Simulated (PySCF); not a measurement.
# From computed data to an observable: chemical shift, span and skew from a shielding tensor

AlH5P2, SMILES [PH2][AlH][PH2]. Atoms are numbered in the order given.

```xyz
8

Al     0.0180    -0.7976     0.0000
H     -0.0041    -2.3833     0.0000
P     -0.1173     0.3620     1.9972
H      0.8506    -0.4420     2.6652
H      0.7942     1.3872     1.6144
P     -0.1173     0.3620    -1.9972
H      0.7942     1.3872    -1.6144
H      0.8506    -0.4420    -2.6652
```

Geometry: ωB97X-D3(BJ)/def2-SVP. One conformer was computed; it need not be the lowest.

GIAO shieldings from PBE0/pcSseg-1 run with PySCF, non-relativistic, no solvent. The symmetric part of the tensor of P3 has the principal values 537.2, 571.3, 627.0 ppm. The same nucleus in PH3 has σ = 586.6 ppm at this level (PySCF, at its B3LYP-D3(BJ)/def2-TZVP geometry).

Problem. Work out the isotropic shielding, the ³¹P shift against PH3, the span and the skew.

Solution. 
σ(iso) = (σ11 + σ22 + σ33)/3 = 578.5 ppm. δ = σ(ref) − σ(iso) = 586.6 − (578.5) = 8.1 ppm.
Span Ω = σ33 − σ11 = 89.8 ppm. Skew κ = 3(σ(iso) − σ22)/Ω = 0.24. Tumbling in solution averages the tensor to δ; in a static solid the shielding alone would spread this spin-1/2 line over Ω.
